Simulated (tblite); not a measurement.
Start geometry of `CN[Si@@H]1CC=N1` from a force field or distance geometry (Å):
```
atom  x, y, z in Å
C1    -2.2908    0.1685    0.2478
N2    -1.1684    1.0168    0.2921
Si3    0.2401    0.5467   -0.6520
C4     1.5560   -0.4348    0.1135
C5     2.3679    0.8129   -0.0666
N6     1.5643    1.6729   -0.6394
H7    -2.1297   -0.7259   -0.3757
H8    -2.6948   -0.1383    1.2456
H9    -3.1308    0.7395   -0.2284
H10   -0.9901    1.5062    1.1858
H11   -0.1782    0.0937   -2.0009
H12    1.9495   -1.2527   -0.5412
H13    1.4764   -0.7021    1.1987
H14    3.4280    0.9762    0.1986
```

Problem. What comes out of this run: GFN2-xTB geometry optimisation, gas phase in tblite 0.8.0?

Solution. 
```
atom  x, y, z in Å
C1    -2.429    0.212    0.265
N2    -1.097    0.733    0.445
Si3    0.208    0.446   -0.622
C4     1.740   -0.511    0.066
C5     2.355    0.841   -0.063
N6     1.493    1.684   -0.480
H7    -2.375   -0.710   -0.305
H8    -2.883   -0.003    1.235
H9    -3.077    0.912   -0.272
H10   -1.087    1.591    0.975
H11   -0.167    0.097   -1.986
H12    2.231   -1.273   -0.534
H13    1.707   -0.853    1.099
H14    3.380    1.115    0.156
```

The energy falls by 56.3 kJ/mol over 83 L-BFGS steps, the largest force on an atom goes from 4.01 to 0.010 eV/Å, and the atoms move by 0.211 Å rms after alignment. The bond that changes most is Si3–C4 (SiH silicon to sp3 carbon bound to silicon), which lengthens by 0.121 Å. Bonds longer at the end by more than 0.005 Å: 3 of 14; shorter: 11. Among the angles that change most is C1–N2–Si3, from 117.4° to 124.6°. Among the dihedrals that turn most is H10–N2–Si3–N6, from -37° to 6°. Rotational constants go from 7873, 1870, 1717 to 7940, 1787, 1651 MHz. The orientation of the end geometry is arbitrary; only internal coordinates are fixed.

Its lowest GFN2-xTB frequency is 16i cm⁻¹, too small to tell a flat minimum from a shallow saddle. One conformer, not necessarily the lowest.

All values are computed, not measured.
